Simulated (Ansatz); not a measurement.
## C2H8Si2+: where a starting geometry ends

The starting geometry of this gas-phase doublet was optimised with GFN2-xTB; its bonds are those of `CC[SiH][SiH2+]`.

```xyz
12

C     1.2791    0.6462   -1.6714
C     1.1510    0.1416   -0.2280
Si    0.1531    1.3268    0.8766
Si    1.0689    2.8182    2.3048
H     0.3048    0.7977   -2.1285
H     1.8158   -0.0891   -2.2653
H     1.8293    1.5823   -1.7162
H     2.1510   -0.0174    0.1840
H     0.6599   -0.8376   -0.2404
H    -1.2821    1.3110    0.5841
H     0.3279    3.7595    3.1386
H     2.5074    2.8655    2.5618
```

Problem. Predict what becomes of its bonds when it is optimised with PBE0-D3(BJ)/def2-SVP.

Solution. It keeps its bonds, and is `CC[SiH][SiH2+]`.

The energy falls by 0.14 eV over 17 steps:

```json
{"step": "1", "E − E(last) (eV)": "0.143"}
{"step": "3", "E − E(last) (eV)": "0.014"}
{"step": "5", "E − E(last) (eV)": "0.009"}
{"step": "6", "E − E(last) (eV)": "0.007"}
{"step": "8", "E − E(last) (eV)": "0.004"}
{"step": "10", "E − E(last) (eV)": "0.001"}
{"step": "12", "E − E(last) (eV)": "0.000"}
{"step": "13", "E − E(last) (eV)": "0.000"}
{"step": "15", "E − E(last) (eV)": "0.000"}
{"step": "17", "E − E(last) (eV)": "0.000"}
```

Final geometry (Å):

```json
{"atom": "C", "x (Å)": "1.1584", "y (Å)": "0.4934", "z (Å)": "-1.7748"}
{"atom": "C", "x (Å)": "1.3073", "y (Å)": "0.3491", "z (Å)": "-0.2554"}
{"atom": "Si", "x (Å)": "0.2960", "y (Å)": "1.5579", "z (Å)": "0.7167"}
{"atom": "Si", "x (Å)": "1.0404", "y (Å)": "2.6692", "z (Å)": "2.5176"}
{"atom": "H", "x (Å)": "0.1109", "y (Å)": "0.4031", "z (Å)": "-2.0981"}
{"atom": "H", "x (Å)": "1.7269", "y (Å)": "-0.3054", "z (Å)": "-2.2717"}
{"atom": "H", "x (Å)": "1.5505", "y (Å)": "1.4541", "z (Å)": "-2.1381"}
{"atom": "H", "x (Å)": "2.3575", "y (Å)": "0.4205", "z (Å)": "0.0726"}
{"atom": "H", "x (Å)": "0.9529", "y (Å)": "-0.6472", "z (Å)": "0.0785"}
{"atom": "H", "x (Å)": "-1.1090", "y (Å)": "1.8333", "z (Å)": "0.3212"}
{"atom": "H", "x (Å)": "0.1415", "y (Å)": "3.5960", "z (Å)": "3.2439"}
{"atom": "H", "x (Å)": "2.4329", "y (Å)": "2.4810", "z (Å)": "2.9875"}
```

The end wasn't checked by frequencies. Open shells are spin-unrestricted. Run with Ansatz 0.2.0, 63 s on 2 threads of Arm Neoverse V1, on a shared host.
